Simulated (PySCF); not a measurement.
Homolysis of single bonds, series silaethenyl-X. All species are isolated molecules in the gas phase. One relaxed conformer stands for each flexible species; it need not be the lowest. Strings in code marks are SMILES.

The four lowest singlet excitations (Tamm–Dancoff). These are ωB97X-D3(BJ)/def2-TZVP // PBE0-D3(BJ)/def2-TZVP (PySCF) values and carry that method's errors. Excitations are Tamm–Dancoff values on a coarser integration grid. The basis has no diffuse functions, so Rydberg states are missing or too high.

```
state  energy (eV)  wavelength (nm)  oscillator strength
-----  -----------  ---------------  -------------------
S1            3.39              365                0.000
S2            4.85              256                0.304
S3            6.19              200                0.000
S4            6.65              186                0.046
```

Problem. Name which member gives these states.
(A) `C=[SiH]N` (C–Si–N–H torsion 0°)
(B) `C=[SiH]N(C)C` (C–Si–N–C torsion 0°)
(C) `C#C[SiH]=C`
(D) `C=[SiH]C(C)=O` (C–Si–C–O torsion 0°)

Solution. D, `C=[SiH]C(C)=O` (C–Si–C–O torsion 0°)
